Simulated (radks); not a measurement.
Results of a calculation; reference values are marked as such.
Task: Isoelectronic series with 20 electrons, all held in the configuration [Ar] 4s2, which need not be the ground one along the series. Code: a radial shooting solver on a logarithmic mesh with Libxc functionals. Model: Dirac Kohn-Sham, LDA (Slater exchange, Perdew-Wang correlation), spin-unpolarised, spherical densities, finite nucleus; Fermi nuclear charge, rms radius of each element as measured or else 0.836 A^(1/3) + 0.57 fm. Total energies (hartree) and orbital eigenvalues (hartree):

| ion | E (hartree) | 4s1/2 | 3p3/2 | 3p1/2 | 3s1/2 |
|---|---|---|---|---|---|
| Ca | -678.69488 | -0.14200 | -1.02356 | -1.03786 | -1.72085 |
| V3+ | -944.18831 | -1.22013 | -3.38153 | -3.41674 | -4.37609 |
| Fe6+ | -1256.40398 | -2.94993 | -6.83955 | -6.91170 | -8.15451 |
| Cu9+ | -1615.63548 | -5.28410 | -11.33798 | -11.46954 | -13.00083 |
| Ge12+ | -2022.32452 | -8.21211 | -16.86115 | -17.08222 | -18.90672 |
| Br15+ | -2477.01192 | -11.73243 | -23.40373 | -23.75337 | -25.87603 |
| Sr18+ | -2980.32533 | -15.84750 | -30.96466 | -31.49222 | -33.91843 |

Estimate the row of Nb21+.

Result: E (hartree) -3532.97882; 4s1/2 -20.56207; 3p3/2 -39.54505; 3p1/2 -40.31174; 3s1/2 -43.04741.
